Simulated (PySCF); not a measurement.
Excitation energy of Pb by level of theory

Pb [Xe] 4f14 5d10 6s2 6p2 (3P) → Pb [Xe] 4f14 5d10 6s2 6p1 6d1 (high-spin determinant), as a difference of total energies. Computed with PySCF 2.14 in aug-cc-pVQZ-PP with one added diffuse shell each of s, p, d, f, g type with ECP60MDF (8s8p6d4f3g, 117 functions), with scalar relativity through the core potential. Correlated levels: valence: 5s2 5p6 5d10 frozen. The calculations carry no spin-orbit coupling.

| method | excitation energy (eV) |
| --- | --- |
| UHF | 4.954 |
| LDA | 5.045 |
| PBE | 4.813 |
| PBE0 | 4.968 |
| r2SCAN | 5.133 |
| B2PLYP | 5.003 |
| BLYP | 4.732 |
| TPSSh | 4.926 |
| MP2 (valence) | 5.134 |
| SCS-MP2 (valence) | 5.101 |

Task: How much does correlation contribute at MP2 (valence)?

Result: 5.134 − (4.954) = 0.180 eV, measured against UHF.

Spin-orbit coupling is strong in these open shells (close to jj coupling). The scalar numbers leave it out and a first-order estimate fails, so it can dominate the gap to the real levels.

The promoted electron is Rydberg-like, and one or two diffuse shells describe it only roughly, which tends to raise the upper state.

The determinant of the upper state mixes LS terms, which raises its energy above the lowest term, most at the Hartree-Fock and MP2 levels.
